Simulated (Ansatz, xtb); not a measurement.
**C6H6ClF: which of two isomers lies lower**

Structure a is `FC1=CCC(Cl)=CC1`, a singlet and structure b is `CC1=C[C@H](Cl)C=C1F`, a singlet. Both are isolated molecules in the gas phase, relaxed with PBE-D3(BJ)/def2-SVP.

a (Å):

```xyz
14

C    -0.2764   -0.1527    0.1191
C    -1.3811    0.4914   -0.2896
C    -1.3298    1.6088   -1.2947
C     0.0699    1.8979   -1.7615
C     1.1738    1.2474   -1.3469
C     1.1185    0.1294   -0.3426
Cl    0.1862    3.1937   -2.9336
F    -0.3501   -1.1539    1.0238
H    -2.3552    0.1911    0.1248
H    -1.9662    1.3758   -2.1802
H    -1.7715    2.5420   -0.8737
H     2.1563    1.5350   -1.7501
H     1.5594   -0.8036   -0.7668
H     1.7568    0.3624    0.5422
```

b (Å):

```xyz
14

C    -1.5071   -0.7100   -1.0211
C    -0.5478    0.4276   -0.9109
C    -0.5066    1.6094   -1.5808
C     0.6498    2.4342   -1.0710
C     1.3374    1.5634   -0.0569
C     0.6036    0.4278    0.0231
Cl    1.7589    2.9523   -2.4223
F     0.8230   -0.6197    0.8242
H    -2.0096   -0.9040   -0.0500
H    -0.9776   -1.6482   -1.2904
H    -2.2829   -0.5134   -1.7845
H    -1.1921    1.9571   -2.3640
H     0.2914    3.3824   -0.6139
H     2.2381    1.8356    0.5027
```

Quicker runs give these differences E(b) − E(a): GFN2-xTB +5.2 kcal/mol; HF/STO-3G +3.7 kcal/mol (at GFN2-xTB geometries); r2SCAN-D4/def2-SVP +5.7 kcal/mol (at GFN2-xTB geometries).

Estimate E(b) − E(a) at the level CCSD(T)/def2-SVP + ΔMP2/def2-TZVPP.

Calculated at CCSD(T)/def2-SVP + ΔMP2/def2-TZVPP: E(b) − E(a) = +4.9 kcal/mol, so structure a lies lower.

Level by level:

```tsv
level	geometry	E(b) − E(a) (kcal/mol)	departure from the last row (kcal/mol)	job, with rough time for the two
GFN2-xTB	GFN2-xTB	+5.2	+0.4	optimisation, 0.1 s
HF/STO-3G	GFN2-xTB	+3.7	−1.2	single point, 0.36 s
r2SCAN-D4/def2-SVP	GFN2-xTB	+5.7	+0.9	single point, 3.4 s
PBE-D3(BJ)/def2-SVP	PBE-D3(BJ)/def2-SVP	+5.5	+0.6	optimisation, 14 s
HF/def2-SVP	PBE-D3(BJ)/def2-SVP	+6.2	+1.3	part of the CCSD(T) run
MP2/def2-SVP	PBE-D3(BJ)/def2-SVP	+3.9	−1.0	part of the CCSD(T) run
CCSD(T)/def2-SVP	PBE-D3(BJ)/def2-SVP	+4.9	+0.1	single point
CCSD(T)/def2-SVP + ΔMP2/def2-TZVPP	PBE-D3(BJ)/def2-SVP	+4.9		single point, 74 s
```

As drawn, both hold the same kinds of bond in the same numbers. Structure a has 0 methyl groups, b 1. Structure a has a 6-membered ring, b a 5-membered ring.

None of the levels shown reverses the order. The largest departure from CCSD(T)/def2-SVP + ΔMP2/def2-TZVPP is that of HF/def2-SVP, 1.3 kcal/mol. The last row adds to CCSD(T) the change of the MP2 difference between the two basis sets, here −0.1 kcal/mol.

With thermal terms from frequencies at re-optimised GFN2-xTB minima (ideal gas, soft modes damped towards free rotors, one conformer each, 298.15 K, 1 atm): on the last row, ΔE + ΔZPE = +4.3, ΔH = +4.6, ΔG = +3.8 kcal/mol.

The correlated steps freeze 12 core orbitals. Mirror images aren't counted in ΔG. Codes used: Ansatz 0.2.0, xtb 6.7.1; the last row on 4 threads of Arm Neoverse V2 on a shared host.
